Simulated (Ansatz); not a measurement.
System: C₃H₂Cl₂, charge 0, singlet. C3H2Cl2 (1,3-dichloropropa-1,2-diene, SMILES C(Cl)=C=CCl).
B3LYP-D3(BJ)/def2-TZVP minimum from Ansatz (a quantum-chemistry and plane-wave program):
```xyz
7

Cl    -2.3768    -0.5500    -0.5967
C     -1.3048     0.5745     0.1975
C     -0.0296     0.6173    -0.0315
C      1.2449     0.6735    -0.2612
Cl     2.4156    -0.2568     0.6379
H     -1.8113     1.2266     0.8957
H      1.6901     1.2967    -1.0245
```

Quantity: atomisation energy (electronic, to ground-state atoms), in kcal/mol. Open shells are spin-unrestricted; no spin-orbit coupling. CBS(X,Y): correlation extrapolated as X^-3, Hartree-Fock from the larger set. A bracket is a step between two methods taken in the basis named. Functionals run without relativity, which enters their misses. Double hybrids freeze cores in their MP2 part. 'core' is core correlation in cc-pwCVTZ (1s frozen past Ne), 'X2C' scalar relativity in cc-pVTZ-DK, both at CCSD(T). For partners of very few electrons the exact lower level stands in for a higher one. The restricted determinant of C3H2Cl2 (ClC=C=CCl, singlet) is unstable towards broken spin symmetry in at least one set run.

CCSD(T)/CBS(cc-pV(T+d)Z,cc-pV(Q+d)Z) + [CCSDT(Q) - CCSD(T)]/cc-pV(D+d)Z + core + X2C (Ansatz) gives 657.8 kcal/mol.

Question: How far off this value is PBE/def2-TZVPD (Ansatz), in which direction, and how far these levels: B3LYP/def2-TZVPD, PBE0/def2-TZVPD, B2PLYP/def2-TZVPD, CCSD(T)/CBS(cc-pV(T+d)Z,cc-pV(Q+d)Z) + core + X2C?

Answer: PBE gives 688.8 kcal/mol, 31.0 kcal/mol above it. Differences of the others: B3LYP/def2-TZVPD (Ansatz) -7.7; PBE0/def2-TZVPD (Ansatz) 9.5; B2PLYP/def2-TZVPD (Ansatz) -8.8; CCSD(T)/CBS(cc-pV(T+d)Z,cc-pV(Q+d)Z) + core + X2C (Ansatz) -0.9 kcal/mol.
